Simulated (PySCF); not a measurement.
Compound: C3H2NO3SSe (charge -1).
SMILES: `O=S(=O)([O-])c1ncc[se]1`

Computed with PySCF, PBE0-D3(BJ)/def2-SVP geometry optimisation, gas phase.

Take the most abundant isotopes and a rigid rotor. 

Q: Give the principal moments of inertia and the rotational constants in GHz.

A: Ia = 242.68, Ib = 621.26, Ic = 765.22 u·Å²; 505379 MHz·u·Å²/I gives 2083, 813.5 and 660.4 MHz, that is A = 2.0825, B = 0.8135, C = 0.6604 GHz.

Q: What kind of rotor is it?

A: An asymmetric top. Ray's parameter κ = (2B − A − C)/(A − C) = -0.785; −1 is the prolate and +1 the oblate limit.

Q: What does the inertial defect say?

A: Not planar: Δ = Ic − Ia − Ib = -98.72 u·Å². For a rigid frame Δ = −2 Σ m c², so Σ m c² = 49.36 u·Å² lies off the ab plane: 0.00 from hydrogen and 49.36 from heavier atoms. The atom farthest from that plane is 1.25 Å away.

Q: Give the other two planar moments, Paa and Pbb, and the rms extents of the mass along the axes.

A: Paa = Σ m a² = (Ib + Ic − Ia)/2 = 571.90 and Pbb = Σ m b² = (Ia + Ic − Ib)/2 = 193.32 u·Å². With the mass M = 211.89 u, the rms extents √(P/M) along a, b and c are 1.64, 0.96, 0.48 Å.

Q: Give the coordinates in the principal-axis frame, origin at the centre of mass.

A: The sense of each axis is arbitrary; atoms in the order of the calculation.
```tsv
atom	mass (u)	a (Å)	b (Å)	c (Å)
O1	15.995	-1.545	-1.470	-0.010
S2	31.972	-1.802	-0.010	-0.001
O3	15.995	-2.383	0.507	1.245
O4	15.995	-2.384	0.526	-1.239
C5	12.000	-0.086	0.602	0.003
N6	14.003	0.366	1.807	0.004
C7	12.000	1.733	1.868	0.001
C8	12.000	2.425	0.688	-0.001
Se9	79.917	1.237	-0.743	0.000
H10	1.008	2.212	2.852	-0.001
H11	1.008	3.509	0.576	-0.004
```

Q: Predict some low-J microwave lines.

A: The dipole components (about the centre of mass, as the species is charged) are |μa| = 8.84 D, |μb| = 0.78 D, |μc| = 0.00 D; the mirror of this Cs structure is the ab plane, so μc vanishes by symmetry and there are no c-type lines. The squared components, which scale the intensities, stand as 1.00 : 0.01 (a : b). Some lines, for components of 0.1 D or more:

```tsv
type	branch	J(Ka,Kc)	MHz	lower level (cm⁻¹)
b	R	3(1,2) ← 2(2,1)	836	0.327
b	R	2(0,2) ← 1(1,1)	1666	0.091
b	R	1(1,1) ← 0(0,0)	2743	0.000
b	R	2(1,2) ← 1(0,1)	4064	0.049
a	R	3(1,3) ← 2(1,2)	4184	0.185
a	R	3(2,2) ← 2(2,1)	4422	0.327
b	R	3(1,3) ← 2(0,2)	5313	0.147
b	Q	3(3,1) ← 3(2,2)	6736	0.475
b	R	3(2,1) ← 2(1,2)	8752	0.185
b	R	3(3,1) ← 2(2,0)	11144	0.327
```

Q: Estimate the classical rotational partition function at 10 K, 50 K and 100 K.

A: Point group Cs, symmetry number σ = 1; q = (√π/σ)·√((kT/h)³/(ABC)), k/h = 20836.6 MHz/K: 5040 at 10 K, 56300 at 50 K, 159000 at 100 K.

No frequency check. Zero-point vibration and centrifugal distortion are left out. Quadrupole hyperfine structure (14N) is left out.

Shape of the structure used: `[O:1]=[S:2](=[O:3])([O-:4])[c:5]1[n:6][cH:7][cH:8][se:9]1`: O1–S2–C5–N6 180°.
